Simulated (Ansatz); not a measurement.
## Worked example: the barrier

An elementary step of BH$_{3}$SOF$_{2}$, closed shell (BHSF₂ ([F][B]([F])[SH]) + H₂O → BHOF₂ ([OH][B]([F])[F]) + H₂S; bonds formed: S2–H5; dative contacts that become bonds: B1–O6; bonds broken: B1–S2, H5–O6). “Start” is the structure reached by relaxing down from the saddle towards the reactants; PBE0-D4/def2-TZVP structures. The saddle:

B1  (-0.582, 0.344, -0.186)
S2  (1.486, 0.469, -0.555)
F3  (-1.237, -0.083, -1.272)
F4  (-0.997, 1.492, 0.385)
H5  (0.848, -0.498, 0.553)
O6  (-0.363, -0.750, 0.840)
H7  (1.485, -0.500, -1.487)
H8  (-0.639, -0.474, 1.722)
(Å)

Ansatz 0.2.0; basis: def2-TZVPP and def2-QZVPP; cores frozen in the correlated methods.

Energies in eV:

| quantity | saddle | start |
| --- | --- | --- |
| Hartree–Fock, triple zeta (X = 3) | -18992.59872 | -18993.70266 |
| Hartree–Fock, quadruple zeta (X = 4) | -18993.26185 | -18994.36776 |
| MP2 correlation, X = 3 | -28.66397 | -28.19897 |
| MP2 correlation, X = 4 | -31.17281 | -30.70887 |
| CCSD(T) correlation, X = 3 | -30.24757 | -29.83987 |

(1) Work out the barrier at the basis limit: extrapolate Hartree–Fock as E(X) = E∞ + A exp(−7.88 √X) and the MP2 correlation as E(X) = E∞ + B X^−2.97 (the exponents that Neese and Valeev fitted for def2-TZVPP and QZVPP), then add CCSD(T) − MP2 in triple zeta.

The T1 diagnostic stays at or below 0.013.

Answers

(1) Each step is linear, so take the differences first (saddle − start): Hartree–Fock 1.10394 (X = 3) and 1.10591 (X = 4); MP2 correlation -0.46500 and -0.46394; CCSD(T) correlation -0.40770.
Two points give E∞ = E(4) + w [E(4) − E(3)], with w = 1/(exp(7.88 (2 − √3)) − 1) = 0.1377 for Hartree–Fock and w = 1/((4/3)^2.97 − 1) = 0.7407 for the correlation.
Hartree–Fock: 1.10591 + 0.1377 × 0.00197 = 1.1062 eV.
MP2 correlation: -0.46394 + 0.7407 × 0.00106 = -0.4632 eV.
CCSD(T) − MP2: -0.40770 − (-0.46500) = 0.0573 eV.
Sum: 1.1062 + (-0.4632) + 0.0573 = 0.7003 eV, or 16.15 kcal/mol. Plain CCSD(T) in triple zeta gives 0.6962 eV, so the larger basis shifts the result by 0.0041 eV.

Labels in which every atom is bracketed show which atoms are joined, not bond orders.

For scale, one of the runs: CCSD(T)/def2-TZVPP, 208 basis functions, launched by `ansatz run in.yaml --threads 4 --pin off --events-out ev --progress --plain --max-ram 9574MiB`. The run took 71 s on 4 CPU threads of an Arm Neoverse V1 (shared host), with 3 GiB of host memory at its peak.
